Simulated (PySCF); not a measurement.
# SMILES CCc1csc(Cl)p1, C5H6ClPS

Molfile (atoms numbered from 1):
```
C5H6ClPS
     RDKit          3D

 14 14  0  0  0  0  0  0  0  0999 V2000
   -1.8567   -0.9061    0.2751 C   0  0  0  0  0  0  0  0  0  0  0  0
   -1.2281    0.2440   -0.5093 C   0  0  0  0  0  0  0  0  0  0  0  0
    0.2478    0.3159   -0.2480 C   0  0  0  0  0  0  0  0  0  0  0  0
    0.8128    1.3019    0.4851 C   0  0  0  0  0  0  0  0  0  0  0  0
    2.5106    1.2475    0.7481 S   0  0  0  0  0  0  0  0  0  0  0  0
    2.7124   -0.2189   -0.1516 C   0  0  0  0  0  0  0  0  0  0  0  0
    4.3006   -0.8591   -0.2823 Cl  0  0  0  0  0  0  0  0  0  0  0  0
    1.3377   -0.9547   -0.8645 P   0  0  0  0  0  0  0  0  0  0  0  0
   -1.3860   -1.8476   -0.0032 H   0  0  0  0  0  0  0  0  0  0  0  0
   -1.7205   -0.7552    1.3437 H   0  0  0  0  0  0  0  0  0  0  0  0
   -2.9215   -0.9723    0.0659 H   0  0  0  0  0  0  0  0  0  0  0  0
   -1.6974    1.1882   -0.2257 H   0  0  0  0  0  0  0  0  0  0  0  0
   -1.3974    0.0840   -1.5767 H   0  0  0  0  0  0  0  0  0  0  0  0
    0.2851    2.1319    0.9213 H   0  0  0  0  0  0  0  0  0  0  0  0
  1  2  1  0
  2  3  1  0
  3  4  2  0
  4  5  1  0
  5  6  1  0
  6  7  1  0
  6  8  2  0
  8  3  1  0
  1  9  1  0
  1 10  1  0
  1 11  1  0
  2 12  1  0
  2 13  1  0
  4 14  1  0
M  END
```

Method used: PySCF, quadratic response BHandHLYP/def2-SVPD first hyperpolarisability, Taylor convention, gas phase. Geometry: GFN2-xTB.

(1) Give the tensor of the second harmonic β(−2ω;ω,ω) at 1064 nm in the axes of these coordinates.

Answers

(1) In au, Taylor convention; rows are the first index (the induced dipole):
```tsv
	xx	yy	zz	xy	xz	yz
x	+122.8	-0.8	-3.4	-47.9	-17.5	-15.1
y	-44.7	+17.7	+18.8	-14.6	-22.9	+17.1
z	-15.3	+19.0	-1.2	-23.3	-10.4	+19.4
```
Norm of βᵢ = ⅓ Σⱼ (βᵢⱼⱼ + βⱼᵢⱼ + βⱼⱼᵢ): 105.1 au, hyper-Rayleigh value 60.1 au.
